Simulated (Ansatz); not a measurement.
`CCB(O)OC` + H₂ → `COB(C)O` + CH₄  (hydrogenolysis of a C–C bond)

Calculated with Ansatz (gas phase, PBE0-D4/def2-TZVP geometries, no zero-point term in ΔE). CBS: MP2 limit from def2 TZ/QZ plus the TZ coupled-cluster correction, frozen cores. This one scheme is used for every species. Functionals use def2-TZVPP. One conformer a species, not always the lowest.

`CCB(O)OC`:

Z-matrix (Å, degrees):
```
C
C 1 1.523
H 1 1.092 2 111.1
H 1 1.092 2 111.1 3 -118.8
H 1 1.093 2 111.7 3 120.6
B 2 1.573 1 115.3 3 59.5
H 2 1.099 1 110.1 3 -177.6
H 2 1.098 1 110.1 3 -63.4
O 6 1.369 2 123.7 1 -179.8
O 6 1.364 2 119.8 1 0.3
C 9 1.408 6 121.9 2 -0.0
H 10 0.962 6 111.5 2 180.0
H 11 1.090 9 107.9 6 179.9
H 11 1.094 9 111.6 6 -60.9
H 11 1.094 9 111.6 6 60.7
```

H₂:

Z-matrix (Å, degrees):
```
H
H 1 0.746
```

`COB(C)O`:

Cartesian coordinates in Å:
```
C -1.003 -0.681 1.190
O -0.596 -0.978 -0.126
B 0.258 -0.165 -0.819
C 0.885 1.149 -0.235
O 0.567 -0.551 -2.090
H -1.665 0.190 1.213
H -0.148 -0.487 1.844
H -1.549 -1.543 1.574
H 1.522 0.930 0.629
H 1.491 1.668 -0.977
H 0.113 1.838 0.123
H 0.124 -1.371 -2.326
```

CH₄:

Cartesian coordinates in Å:
```
C 0.000 0.000 0.000
H 0.089 -1.013 0.392
H -0.681 0.574 0.628
H -0.389 -0.037 -1.017
H 0.980 0.475 -0.003
```

| level | ΔE (kJ/mol) |
| --- | --- |
| r2SCAN-D4 | -80.1 |
| ωB97X-V | -78.1 |
| HF/def2-TZVPP | -95.9 |
| MP2/def2-TZVPP | -75.7 |
| CCSD/def2-TZVPP | -81.4 |
| SCS-MP2/def2-QZVPP | -77.9 |
| MP2/CBS(def2) | -74.9 |
| CCSD/CBS(def2) | -80.6 |

(1) What does CCSD(T)/CBS give? (Estimate.)

Largest T1 diagnostic among the species: 0.012.

Results:

(1) Ansatz gave: -77.2 kJ/mol. The listed levels differ from it by -2.9, -0.9, -18.7, 1.5, -4.2, -0.7, 2.3, -3.4 kJ/mol.

The D4 term adds +8.3 kJ/mol with B3LYP and +4.6 kJ/mol with PBE0; it sums over pairs of atoms, weighted by their polarisabilities, and B3LYP, whose exchange is more repulsive, gets the larger term. In def2-TZVPP, CCSD(T) changes the Hartree–Fock value by +17.9 kJ/mol (the triples alone add +3.4 kJ/mol) and MP2 by +20.2 kJ/mol.

B3LYP here is the variant with VWN-RPA as its local correlation; programs differ in this.
